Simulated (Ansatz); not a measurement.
```yaml
crystal:
  periodic: [false, false, false]
  atoms:
    - {symbol: Li, position_ang: [1.316914, -2.528090, 0.365123]}
    - {symbol: Li, position_ang: [-1.345903, 0.846777, 1.257249]}
    - {symbol: Li, position_ang: [0.627277, -0.030317, -0.949546]}
    - {symbol: Br, position_ang: [-2.643785, 2.341048, -0.131724]}
    - {symbol: Br, position_ang: [0.301311, 2.270071, -0.041442]}
    - {symbol: Br, position_ang: [2.552049, -1.430321, -1.263319]}
    - {symbol: Br, position_ang: [-0.807863, -1.469177, 0.763658]}
basis:
  gaussian: {orbitals: def2-TZVP, initial_orbitals: start.molden}
magnetization: {spin_polarized: true, initial_magnetization: 1}
hamiltonian: {xc: {name: wB97X-V}}
scf: {omitted_lower_state_checks: [starts]}
output: {orbitals: {seedname: orbitals}}
```

The file start.molden holds the orbitals of an earlier run on this structure, at another level or in another basis.

```sh
$ ansatz run in.yaml --threads 4 --pin off --events-out ev --progress --plain --max-ram 4787MiB
```

Question: Does this run fit into the memory that it is given?

Answer: No. It has 234 basis functions, and Ansatz plans for 5.44 GiB where 4.67 GiB are given.
